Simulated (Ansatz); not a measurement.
Cost and result for the atomization energy of CH$_{7}$ClO$_{3}$Si$_{2}$, SMILES `C[Si@@H](O)O[Si@H](O)Cl` (14 atoms, 13 bonds).

Cartesian coordinates in Å:
```
C 2.163 0.331 -0.572
Si 0.831 -0.447 0.439
O 0.250 0.700 1.480
O -0.402 -0.925 -0.544
Si -1.957 -0.462 -0.605
O -2.122 1.154 -0.651
Cl -2.884 -1.206 1.081
H 2.517 -0.362 -1.338
H 1.786 1.227 -1.071
H 3.010 0.617 0.055
H 1.287 -1.635 1.201
H -0.191 0.383 2.270
H -2.614 -1.020 -1.792
H -1.676 1.644 0.046
```

The species carries charge 0 and has multiplicity 1. The structure was optimised at the PBE0-D4/def2-TZVP level. It is one conformer, not always the lowest. Program: Ansatz. All runs use 2 threads of an AMD EPYC 7R13 on a shared host and a share of an NVIDIA H100 80 GB. Times are those of one run each, without the atoms' runs, and a repeat can differ threefold. Electronic energies, without spin–orbit coupling; frozen cores. CCSD(T)/CBS adds CCSD(T) − MP2 in def2-TZVPP to the MP2 limit, and its time is that of the two runs behind it. T1 = 0.011. B3LYP takes the VWN-RPA correlation (the form of Gaussian; ORCA's B3LYP/G).

CCSD(T)/CBS is a level of theory with its own doubt, some kJ/mol a heavy atom from the limit and from the frozen cores, so smaller differences don't rank the functionals.

```json
{"level": "PBE0-D4/def2-TZVPP", "functions": "348", "wall time": "9.5 s"}
{"level": "MP2/def2-QZVPP", "functions": "648", "wall time": "10 s"}
{"level": "r2SCAN-D4/def2-TZVPP (with forces)", "functions": "348", "wall time": "11 s"}
{"level": "B3LYP-D4/def2-TZVPP (with forces)", "functions": "348", "wall time": "11 s"}
{"level": "PBE-D4/def2-TZVPP (with forces)", "functions": "348", "wall time": "12 s"}
{"level": "B2PLYP/def2-TZVPP", "functions": "348", "wall time": "12 s"}
{"level": "ωB97X-V/def2-TZVPP", "functions": "348", "wall time": "14 s"}
{"level": "ωB97M-V/def2-TZVPP (with forces)", "functions": "348", "wall time": "15 s"}
{"level": "CCSD(T)/def2-TZVPP", "functions": "348", "wall time": "22 s"}
{"level": "CCSD(T)/CBS(def2)", "functions": "–", "wall time": "32 s"}
```

(1) What atomization energy does each give, and how far from CCSD(T)/CBS? (Estimate.)

Results:

(1) The calculation gave: 
| level | atomization (kcal/mol) | difference from CCSD(T)/CBS | per bond |
| --- | --- | --- | --- |
| PBE0-D4/def2-TZVPP | 1300.8 | -19.6 | -1.5 |
| MP2/def2-QZVPP | 1336.1 | 15.7 | 1.2 |
| r2SCAN-D4/def2-TZVPP (with forces) | 1316.7 | -3.7 | -0.3 |
| B3LYP-D4/def2-TZVPP (with forces) | 1305.6 | -14.8 | -1.1 |
| PBE-D4/def2-TZVPP (with forces) | 1321.7 | 1.3 | 0.1 |
| B2PLYP/def2-TZVPP | 1296.3 | -24.1 | -1.9 |
| ωB97X-V/def2-TZVPP | 1317.5 | -2.9 | -0.2 |
| ωB97M-V/def2-TZVPP (with forces) | 1319.2 | -1.2 | -0.1 |
| CCSD(T)/def2-TZVPP | 1280.8 | -39.6 | -3.0 |
| CCSD(T)/CBS(def2) | 1320.4 | 0.0 | 0.0 |

In def2-TZVPP, CCSD(T) changes the Hartree–Fock value by +315.9 kcal/mol (the triples alone add +18.6 kcal/mol) and MP2 by +347.4 kcal/mol; breaking electron pairs costs correlation energy, which Hartree–Fock lacks. From PBE to PBE0 (25 % exact exchange), in def2-TZVPP and without D4, the atomization energy moves by −19.6 kcal/mol: exact exchange takes away binding that semilocal exchange gives to molecules. The D4 term adds +15.1 kcal/mol with B3LYP and +8.0 kcal/mol with PBE0; it sums over pairs of atoms, weighted by their polarisabilities, and B3LYP, whose exchange is more repulsive, gets the larger term.
